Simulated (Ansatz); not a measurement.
Frontier orbitals of CH₃GaO₂Se (`O=C(O)[Se][GaH2]`).

Total charge 0; spin multiplicity 1. Correlated methods include outer-core shells of Ga, Se, which these sets cover unevenly. Scalar relativity is left out up to krypton. The geometry is a stationary point of PBE0-D4/def2-TZVP. It is one conformer, not always the lowest. Basis def2-TZVPP, Ansatz 0.2.0.

```json
{"functional": "LDA (SPW92)", "HOMO (eV)": "-6.24", "LUMO (eV)": "-2.02"}
```

(1) Give HOMO and LUMO (eV) with PBE, revPBE, BLYP, r2SCAN, B97M-V, PBE0, B3LYP, r2SCANh, r2SCAN0, HSE06 (plane-wave form), BHLYP, CAM-B3LYP, LC-ωPBE, ωB97X-V, ωB97M-V, HF. (Estimate.)

Results:

(1) Computed: 
```csv
functional,HOMO,LUMO
PBE,-6.09,-1.75
revPBE,-6.03,-1.63
BLYP,-5.93,-1.68
r2SCAN,-6.37,-1.43
B97M-V,-6.43,-1.64
PBE0,-7.21,-0.97
B3LYP,-6.98,-1.23
r2SCANh,-6.78,-1.16
r2SCAN0,-7.40,-0.78
HSE06 (plane-wave form),-6.81,-1.34
BHLYP,-8.19,-0.24
CAM-B3LYP,-8.45,-0.09
LC-ωPBE,-9.75,1.09
ωB97X-V,-9.43,0.94
ωB97M-V,-9.29,0.66
HF,-9.75,1.78
```

B3LYP here is the variant with VWN-RPA as its local correlation; programs differ in this. LC-ωPBE has ω = 0.4 bohr⁻¹. Positive LUMOs are unbound and depend on the basis.
